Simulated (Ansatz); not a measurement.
`C[SiH2][Al]1[CH2][SiH2]1` + `[CH3][AlH][OH]` → `[CH3][AlH][O][SiH2]C` + `[CH2]1[AlH][SiH2]1`  (cleavage of the Si–Al bond)

Calculated with Ansatz (gas phase, PBE0-D4/def2-TZVP geometries, no zero-point term in ΔE). CBS: MP2 limit from def2 TZ/QZ plus the TZ coupled-cluster correction, frozen cores. Functionals use def2-TZVPP. Each species was taken in one conformer, which may not be the lowest.

Is it downhill or uphill in electronic energy at CCSD(T)/CBS, and by how much? (Estimate.)

The calculation gave: Downhill: ΔE = -1.05 eV.

What do these levels give: PBE-D4, r2SCAN-D4, r2SCAN, SCS-MP2/def2-TZVPP, MP2/def2-QZVPP, CCSD/CBS(def2)? (Estimate.)

Ansatz gave: PBE-D4 -0.77, r2SCAN-D4 -0.99, r2SCAN -0.98, SCS-MP2/def2-TZVPP -1.15, MP2/def2-QZVPP -1.12, CCSD/CBS(def2) -1.10 eV.

Largest T1 diagnostic among the species: 0.013.

In def2-TZVPP, CCSD(T) changes the Hartree–Fock value by +0.32 eV (the triples alone add +0.05 eV) and MP2 by +0.25 eV. From PBE to PBE0 (25 % exact exchange), in def2-TZVPP and without D4, ΔE moves by −0.11 eV.
